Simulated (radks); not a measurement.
The potassium anion K-, [Ar] 4s2, held by a Watson sphere: a shell of charge +1 at radius R that stands for the Madelung well of a crystal (potential energy -1/R inside, -1/r outside, in hartree with lengths in bohr). Calculated with a radial shooting solver on a logarithmic mesh with Libxc functionals: non-relativistic Kohn-Sham, LB94 model potential, spin-unpolarised, spherical densities, point nucleus. Response by self-consistent Sternheimer equations with the Hartree and adiabatic LDA kernel. The sphere does not respond.

\begin{tabular}{lrrrrrrr}
R (bohr) & e(3s) (eV) & e(3p) (eV) & e(4s) (eV) & <r> 4s (bohr) & sum of <r^2> (bohr^2) & X-ray form factor at sin(theta)/lambda = 0.2 1/angstrom & alpha (bohr^3) \\ \hline
2.39 & -42.427 & -26.506 & -6.298 & 3.965 & 55.75 & 13.692 & 142.1 \\
2.43 & -42.302 & -26.384 & -6.289 & 3.972 & 55.89 & 13.690 & 142.9 \\
2.97 & -40.967 & -25.067 & -6.108 & 4.094 & 58.21 & 13.675 & 158.2 \\
3.41 & -40.260 & -24.358 & -5.899 & 4.219 & 60.58 & 13.677 & 176.9 \\
3.42 & -40.247 & -24.345 & -5.894 & 4.222 & 60.64 & 13.677 & 177.4 \\
3.88 & -39.739 & -23.833 & -5.649 & 4.361 & 63.39 & 13.684 & 201.4 \\
4.28 & -39.414 & -23.505 & -5.431 & 4.481 & 65.86 & 13.692 & 225.0 \\
4.5 & -39.267 & -23.356 & -5.313 & 4.544 & 67.22 & 13.696 & 238.9 \\
5.06 & -38.956 & -23.043 & -5.023 & 4.696 & 70.59 & 13.704 & 276.2 \\
\end{tabular}
